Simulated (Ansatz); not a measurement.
Basis-set extrapolation for CH2AlBF2 (PBE0-D4/def2-TZVP geometry, frozen core, Ansatz). Multiplicity 1, RHF reference.

```csv
,def2-TZVPP,def2-QZVPP
HF,-504.616150,-504.635601
MP2 correlation,-0.823977,-0.894763
CCSD(T) correlation,-0.876029,not run
```

Energies in hartree. Use E(X) = E(∞) + A·exp(−7.88·√X) for Hartree–Fock and E(X) = E(∞) + B·X^(−2.97) for correlation, with X = 3 and 4, and add CCSD(T) minus MP2 of the smaller set to the MP2 limit.

Task: What is the CCSD(T) energy at the basis-set limit?

Result: HF limit: -504.635601 + (-0.019451) × 0.13774 = -504.63828. MP2 limit: -0.894763 + (-0.070786) × 0.74074 = -0.94720. Higher-order term: -0.876029 − (-0.823977) = -0.05205. Total: -505.63753 hartree, 91.2 kcal/mol below CCSD(T)/def2-TZVPP.
